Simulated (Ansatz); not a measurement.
Consider the ligand exchange at the Si–N bond: `C=C[N]([GeH3])[Si](C)(C)C` + `BNCC` → `BN(CC)[Si](C)(C)C` + `C=C[NH][GeH3]`.

Isolated molecules relaxed with PBE0-D4/def2-TZVP in Ansatz; ΔE leaves out vibrations. CCSD(T)/CBS is the MP2 limit (def2-TZVPP, def2-QZVPP) plus CCSD(T) − MP2 in def2-TZVPP, frozen cores. DFT in def2-TZVPP. HSE06 is defined as in plane-wave codes. For Ge outer-core shells are correlated without core-valence functions, which leaves a few kJ/mol of doubt a bond. Scalar relativity is left out up to krypton. One conformer a species, not always the lowest.

```csv
level,ΔE (kcal/mol)
BHLYP-D4,4.7
PBE-QIDH,4.8
r2SCAN0,4.3
HSE06,4.3
```

Question: What does CCSD(T)/CBS give? (An estimate is asked.)

Answer: Computed: +5.1 kcal/mol. The listed levels differ from it by -0.4, -0.3, -0.8, -0.8 kcal/mol.

Largest T1 diagnostic among the species: 0.012.

Leaving LDA and LC-ωPBE aside and taking each functional with its dispersion term where it has one, the values, not all of them listed here, spread over 0.8 kcal/mol, from ωB97X-V to PBE-QIDH. In def2-TZVPP, CCSD(T) changes the Hartree–Fock value by +1.6 kcal/mol (the triples alone add +0.2 kcal/mol) and MP2 by +2.0 kcal/mol.

CCSD(T)/CBS has its own doubt, a few kJ/mol and more with outer-core shells, so smaller differences from it don't rank the levels.
